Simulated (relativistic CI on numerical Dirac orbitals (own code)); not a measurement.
# Radial parameters of Bi³⁷⁺

These numbers are calculated, not measured: Dirac-Coulomb-Breit CI, separate exchange-only KLI orbitals for each configuration, QED by a radiative potential, unscaled Slater integrals (own radial code, finite nucleus).

Slater integrals F^k, G^k are unscaled and averaged over j, outside the closed core [Ar] 3d10; ζ comes from projecting the Hamiltonian with its Breit term on Σ l·s of the shell.

- 4s2 4p6 4d9 4f: ζ(4d) = 99112, F^2(4d,4f) = 270160, F^4(4d,4f) = 175690, G^1(4d,4f) = 277000, G^3(4d,4f) = 191230, G^5(4d,4f) = 140570, ζ(4f) = 18784 cm⁻¹; <r>(4d) = 0.3732, <r^2>(4d) = 0.1594, <r>(4f) = 0.3502, <r^2>(4f) = 0.1395 (bohr units).
- 4s2 4p5 4d10 4f: ζ(4p) = 826240, F^2(4p,4f) = 274970, G^2(4p,4f) = 219010, G^4(4p,4f) = 160550, ζ(4f) = 18721 cm⁻¹; <r>(4p) = 0.3693, <r^2>(4p) = 0.1546, <r>(4f) = 0.3503, <r^2>(4f) = 0.1395 (bohr units).
- 4s 4p6 4d10 4f: G^3(4s,4f) = 195960, ζ(4f) = 18922 cm⁻¹; <r>(4s) = 0.3546, <r^2>(4s) = 0.1416, <r>(4f) = 0.3501, <r^2>(4f) = 0.1394 (bohr units).

Averages of the first 10 configurations, taken without configuration mixing, which lowers the lowest level and can move excited configurations by several eV; other configurations of the list can lie among them:

```json
{"Configuration": "4s2 4p6 4d10", "Parity": "even", "States": "1", "Average energy above the lowest level (eV)": "0.1"}
{"Configuration": "4s2 4p6 4d9 4f", "Parity": "odd", "States": "140", "Average energy above the lowest level (eV)": "263.2"}
{"Configuration": "4s2 4p5 4d10 4f", "Parity": "even", "States": "84", "Average energy above the lowest level (eV)": "552.7"}
{"Configuration": "4s 4p6 4d10 4f", "Parity": "odd", "States": "28", "Average energy above the lowest level (eV)": "790.4"}
{"Configuration": "4s2 4p6 4d9 5s", "Parity": "even", "States": "20", "Average energy above the lowest level (eV)": "556.2"}
{"Configuration": "4s2 4p6 4d9 5p", "Parity": "odd", "States": "60", "Average energy above the lowest level (eV)": "654.2"}
{"Configuration": "4s2 4p6 4d9 5d", "Parity": "even", "States": "100", "Average energy above the lowest level (eV)": "774.0"}
{"Configuration": "4s2 4p5 4d10 5s", "Parity": "odd", "States": "12", "Average energy above the lowest level (eV)": "846.7"}
{"Configuration": "4p6 4d10 4f2", "Parity": "even", "States": "91", "Average energy above the lowest level (eV)": "1583.7"}
{"Configuration": "4p6 4d9 4f3", "Parity": "odd", "States": "3640", "Average energy above the lowest level (eV)": "1847.6"}
```
